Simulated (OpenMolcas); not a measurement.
# Co³⁺: CASPT2 settings compared

```json
{
 "Program": "OpenMolcas 26.06",
 "Basis": "ANO-RCC-VDZP [5s4p2d1f]",
 "Scalar Hamiltonian": "DKH2, point nucleus",
 "Active space": "6 electrons in 5 orbitals (3d)",
 "State averaging": "2S+1 = 5 even, 5 roots; 2S+1 = 3 even, 45 roots kept (CI in the orbitals of an earlier block); 2S+1 = 1 even, 44 roots kept (CI in the orbitals of an earlier block)",
 "Spin-orbit coupling": "RASSI with atomic mean-field integrals over the reference wave functions, term energies averaged over their components"
}
```

Methods on the same reference wave functions:
A. CASSCF
B. SS-CASPT2, IPEA 0.2 Eh, imaginary shift 0.15 Eh (closed shells correlated: 3s 3p)
C. SS-CASPT2, IPEA 0 Eh, imaginary shift 0.3 Eh (closed shells correlated: 3s 3p)
D. MS-CASPT2, IPEA 0 Eh, imaginary shift 0.3 Eh (closed shells correlated: 3s 3p)
E. MS-CASPT2, IPEA 0.2 Eh, imaginary shift 0.15 Eh (closed shells correlated: 3s 3p)
F. XMS-CASPT2, IPEA 0.5 Eh, no level shift (closed shells correlated: 2s 2p 3s 3p)

Energies in cm⁻¹ above 3d⁶ ⁵D₄, the measured ground level; measured values from Sugar and Corliss, J. Phys. Chem. Ref. Data 10, 1097 (1981).

```json
{"Level": "3d⁶ ⁵D₄", "A": "0.0", "B": "0.0", "C": "0.0", "D": "0.0", "E": "0.0", "F": "0.0", "Measured": "0.0"}
{"Level": "3d⁶ ⁵D₃", "A": "654", "B": "657", "C": "658", "D": "658", "E": "657", "F": "656", "Measured": "639"}
{"Level": "3d⁶ ⁵D₂", "A": "1112", "B": "1111", "C": "1111", "D": "1111", "E": "1111", "F": "1111", "Measured": "1078"}
{"Level": "3d⁶ ⁵D₁", "A": "1407", "B": "1401", "C": "1400", "D": "1400", "E": "1401", "F": "1402", "Measured": ""}
{"Level": "3d⁶ ⁵D₀", "A": "1551", "B": "1543", "C": "1542", "D": "1542", "E": "1543", "F": "1545", "Measured": "1494"}
{"Level": "3d⁶ ³H₆", "A": "25910", "B": "25460", "C": "25100", "D": "25100", "E": "25460", "F": "26880", "Measured": "23680"}
{"Level": "3d⁶ ³H₅", "A": "26245", "B": "25780", "C": "25410", "D": "25410", "E": "25780", "F": "27190", "Measured": "24032"}
{"Level": "3d⁶ ³H₄", "A": "26487", "B": "25970", "C": "25590", "D": "25580", "E": "25970", "F": "27380", "Measured": "24272"}
{"Level": "3d⁶ ³P₂(1)", "A": "28274", "B": "23540", "C": "22930", "D": "22930", "E": "23540", "F": "25050", "Measured": "22883"}
{"Level": "3d⁶ ³F₄(1)", "A": "29656", "B": "26760", "C": "26220", "D": "26210", "E": "26740", "F": "28260", "Measured": "25396"}
{"Level": "3d⁶ ³F₃(1)", "A": "30033", "B": "27060", "C": "26510", "D": "26510", "E": "27060", "F": "28590", "Measured": "25736"}
{"Level": "3d⁶ ³P₁(1)", "A": "30203", "B": "25470", "C": "24870", "D": "24870", "E": "25470", "F": "26980", "Measured": "24729"}
{"Level": "3d⁶ ³F₂(1)", "A": "30314", "B": "27290", "C": "26730", "D": "26740", "E": "27300", "F": "28840", "Measured": "25969"}
{"Level": "3d⁶ ³P₀(1)", "A": "30986", "B": "26260", "C": "25660", "D": "25650", "E": "26260", "F": "27770", "Measured": "25449"}
{"Level": "3d⁶ ³G₅", "A": "32769", "B": "31140", "C": "30750", "D": "30750", "E": "31140", "F": "32470", "Measured": "29022"}
{"Level": "3d⁶ ³G₄", "A": "33396", "B": "31700", "C": "31310", "D": "31310", "E": "31700", "F": "33050", "Measured": "29592"}
{"Level": "3d⁶ ³G₃", "A": "33659", "B": "31960", "C": "31570", "D": "31570", "E": "31960", "F": "33300", "Measured": "29868"}
{"Level": "3d⁶ ¹I₆", "A": "39111", "B": "38750", "C": "38580", "D": "38580", "E": "38750", "F": "40020", "Measured": "35943"}
{"Level": "3d⁶ ¹G₄(1)", "A": "41340", "B": "39290", "C": "39040", "D": "39040", "E": "39280", "F": "40290", "Measured": "36683"}
{"Level": "3d⁶ ³D₁", "A": "42422", "B": "38730", "C": "38230", "D": "38230", "E": "38730", "F": "40300", "Measured": ""}
{"Level": "3d⁶ ³D₂", "A": "42458", "B": "38730", "C": "38240", "D": "38240", "E": "38730", "F": "40290", "Measured": ""}
{"Level": "3d⁶ ³D₃", "A": "42638", "B": "38940", "C": "38440", "D": "38440", "E": "38940", "F": "40520", "Measured": "36554"}
{"Level": "3d⁶ ¹S₀", "A": "48066", "B": "43700", "C": "43110", "D": "43110", "E": "43700", "F": "45190", "Measured": "41442"}
{"Level": "3d⁶ ¹D₂", "A": "51426", "B": "45130", "C": "44880", "D": "44880", "E": "45120", "F": "45920", "Measured": "42342"}
```

Deviations, from unrounded energies. A percentage is the sum of absolute deviations over the sum of measured energies, with the sign that they share, or ± where signs differ.

```
                        Against measurement  Levels      A     B     C     D     E      F
             mean absolute deviation (cm-1)      20   3900  1500  1200  1200  1500   2700
      fine structure of the ground term (%)       3   +3.4  +3.1  +3.1  +3.1  +3.1   +3.1
other terms of the ground configuration (%)      17  +15.3  +6.1  +4.6  +4.6  +6.1  +10.7
```

C, D lie about equally close to measurement and A furthest from it. The largest miss of D in the table is 3d⁶ ¹I₆, by +2600 cm-1. The ranking rests on the paired levels alone, and a cruder setting can come out closer through cancelling errors.

Among B to F the level of the table that moves most is 3d⁶ ³P₁(1), by 2100 cm-1 (lowest in D, highest in F). Moves below CASPT2's spread within the term are not significant.

The two smallest mean deviations differ by little beside CASPT2's spread within terms, so their order carries little weight.

From A to B the spin-free energies of the other terms of 3d⁶ shown, above ⁵D, scale by factors of 0.83 to 0.99.

The lowest spin-free term lies below A's lowest term by 0.307 hartree in B, 0.313 hartree in C, 0.313 hartree in D, 0.307 hartree in E, 0.320 hartree in F.

CASPT2 does not keep the components of a term degenerate, so their means are used; among the terms shown or strongly mixed into the levels shown the widest spread is 1300 cm-1 (3d⁶ ¹I, F). Terms from blocks run as CI alone lack orbitals of their own. The basis is small and was not contracted for so high a charge. The CASPT2 spread within a term exceeds the gap to the next term for 3d⁶ ¹I and 3d⁶ ³D, so the order of their levels is uncertain (figures for B; the like holds for C, D, E, F). Without dynamic correlation excited terms often stand tens of per cent too high (terms of higher spin than the ground term too low), and those without a measured partner can miss by more than the paired ones (holds for A). Some levels mix across a computed gap that differs much from the measured one, so their mixing is not that of the real levels (holds for B; C; D; E). Computed and measured levels are paired by configuration, term and J; levels that our copy of the source lacks, or whose pairing is in doubt (as where it misses far off the trend of its configuration), stay unpaired and out of the deviations. Levels of configurations outside the active space are missing. The table leaves out levels that lie high or whose names do not pair safely across all columns.

A number in round brackets counts repeated terms of one configuration in the order of the reference energies.
